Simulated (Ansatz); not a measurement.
CH₃O (SMILES C[O]), doublet, at a GFN2-xTB geometry; B97M-V/def2-SVP (Ansatz, a quantum-chemistry and plane-wave program).

The Ansatz input:
Ansatz 0.2 input:
```yaml
crystal:
  periodic: [false, false, false]
  atoms:
    - {symbol: C, position_ang: [0.00737565, -0.54258092, -0.03551608]}
    - {symbol: O, position_ang: [-0.02399647, 0.76721111, 0.02617374]}
    - {symbol: H, position_ang: [1.05649778, -0.91275134, 0.04462160]}
    - {symbol: H, position_ang: [-0.43522191, -0.98812215, 0.88627883]}
    - {symbol: H, position_ang: [-0.47355799, -0.98132992, -0.92719387]}
basis:
  gaussian:
    orbitals: def2-SVP
hamiltonian:
  xc: {name: B97M-V}
magnetization: {spin_polarized: true, initial_magnetization: 1}
```

What the program printed (banner, timings and long lists left out):

```
Functional definition: B97M-V
475 factors; their error is unknown
mean field evaluation 1: about -3124.9554 eV, gradient 2.3e1 eV
mean field evaluation 2: about -3124.0160 eV, gradient 2.7e1 eV
mean field evaluation 4: about -3127.3842 eV, gradient 2.0e0 eV
mean field evaluation 8: about -3127.3828 eV, gradient 1.7e-2 eV
mean field evaluation 16: about -3127.3828 eV, gradient 2.4e-5 eV
mean field evaluation 32: about -3127.2291 eV, gradient 6.1e-1 eV
mean field -3127.38280714 eV, -114.9291983460 hartree, gradient 7.5e-6 eV, S^2 0.753726; 4 other end points of the search recorded, 0 dependent functions left out
reference -3127.38283689 eV, -114.9291994395 hartree; 9, 8 occupied and 34, 35 virtual orbitals, 475 factors
Total energy: -3127.38283689 eV, -114.9291994395 hartree
```
